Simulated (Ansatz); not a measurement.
Born–Oppenheimer molecular dynamics of C$_{4}$H$_{15}$N$_{3}$OSi (24 atoms, charge 0, multiplicity 1). It goes on from the last frame of an earlier run, with new velocities.

Theory: RKS PBE0-D4/STO-3G in Ansatz.

| Item | Value |
| --- | --- |
| ensemble | NVT, Nosé–Hoover chain |
| time step | 1 fs |
| steps asked | 80 |
| set temperature | 1000 K |
| thermostat | time constant 50 fs, chain length 1 |
| seed | 476938 |

First frame:

```xyz
24
Properties=species:S:1:pos:R:3
Si -0.159 -0.033 0.112
N -0.452 0.031 1.907
H -1.424 -0.325 2.158
H -0.372 1.013 2.261
O 1.494 -0.061 -0.133
H 1.829 -0.762 0.531
N -0.674 1.274 -0.939
C -2.085 1.662 -0.770
H -2.709 0.747 -0.718
H -2.345 2.264 0.138
H -2.477 2.319 -1.566
C 0.261 2.428 -0.926
H -0.025 3.132 -1.758
H 0.215 2.980 0.034
H 1.344 2.102 -1.078
N -1.061 -1.381 -0.458
C -1.071 -2.661 0.374
H -0.224 -2.745 1.042
H -1.944 -2.867 1.024
H -1.047 -3.531 -0.282
C -1.133 -1.718 -1.954
H -2.087 -2.194 -2.260
H -1.047 -0.799 -2.594
H -0.342 -2.427 -2.297
```

Q: How far do the bonds stretch over the last three quarters of this one trajectory? (Pairs bonded in most of those frames.)

A: 
```tsv
bond	mean (Å)	spread (Å)	shortest	longest
Si1–N2	1.749	0.029	1.70	1.79
Si1–O5	1.700	0.076	1.60	1.84
Si1–N7	1.780	0.063	1.70	1.90
Si1–N16	1.766	0.044	1.68	1.82
N2–H3	1.045	0.024	0.99	1.09
N2–H4	1.047	0.032	0.99	1.10
O5–H6	1.013	0.018	0.98	1.05
N7–C8	1.489	0.052	1.40	1.56
N7–C12	1.486	0.036	1.43	1.56
C8–H9	1.124	0.076	1.00	1.23
C8–H10	1.115	0.043	1.05	1.19
C8–H11	1.107	0.030	1.06	1.16
C12–H13	1.124	0.077	1.00	1.24
C12–H14	1.123	0.058	1.03	1.21
C12–H15	1.109	0.042	1.04	1.19
N16–C17	1.512	0.035	1.41	1.58
N16–C21	1.500	0.041	1.42	1.56
C17–H18	1.111	0.045	1.03	1.19
C17–H19	1.113	0.030	1.06	1.17
C17–H20	1.116	0.020	1.07	1.16
C21–H22	1.109	0.058	1.01	1.21
C21–H23	1.107	0.041	1.01	1.20
C21–H24	1.130	0.082	1.00	1.26
```

Mean temperature of the second half: 821 K. The conserved energy wandered by up to 5.7 meV per atom (net 5.1 meV per atom), which is poor conservation. The mean temperature of the second half is 18 % below the set value. A run of 0.08 ps of so small a system gives no equilibrium averages. Limits of this set-up: minimal basis.

Run time: 30 min on 1 thread of Intel(R) Xeon(R) Processor @ 2.50GHz (Skylake/Cascade Lake), with other jobs on the host, peak memory 0.21 GiB.
